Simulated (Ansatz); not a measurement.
A run of Ansatz (development build ahead of 0.2.0) on quartet VO at this shape:

```xyz
2

V     0.0000    0.0000    0.0000
O     0.0000    0.0000    1.5893
```

Its results:

* Converged: yes
* Total energy: -1017.74940 hartree
* Spin squared of the determinant: 4.244
* Stability test: minimum

Task: Which input gives this output? Name the method, the orbitals and the basis set, and write the input.

Result: UHF in pcseg-2.

```yaml
crystal:
  periodic: [false, false, false]
  atoms:
    - { symbol: V, position_ang: [0.0, 0.0, 0.0] }
    - { symbol: O, position_ang: [0.0, 0.0, 1.5893] }
basis:
  gaussian: { orbitals: pcseg-2 }
magnetization:
  spin_polarized: true
  initial_magnetization: 3
hamiltonian:
  xc: hf
```

Caution: other spin multiplicities were not run; the unrestricted determinant is spin contaminated.
